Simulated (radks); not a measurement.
Q: These are the eigenvalues of the occupied orbitals of an atom or ion with whole-number occupations (Ry). Calculated with a radial shooting solver on a logarithmic mesh with Libxc functionals: scalar-relativistic Kohn-Sham, LB94 model potential, spin-polarised, spherical densities, finite nucleus; Fermi nuclear charge, rms radius of each element as measured or else 0.836 A^(1/3) + 0.57 fm.

| orbital | eigenvalue |
|---|---|
| 1s down | -4992.981 |
| 1s up | -4991.801 |
| 2s up | -1190.720 |
| 2s down | -1184.149 |
| 2p up | -1108.654 |

Which element is it, and in what charge state? The configuration may be excited. Open shells, if any, are filled with parallel spins first.

A: Z = 70, ytterbium, charge +63: Yb63+ in [He] 2s2 2p3. The list shows which subshells hold electrons but not how many an open one holds; the 1s level, -2496.5 hartree, gives Z - s = 70.7 by -(Z - s)^2/2, which with screening and relativity narrows Z to a few neighbours, and the depths of the outer levels then fix element, charge and occupations together.
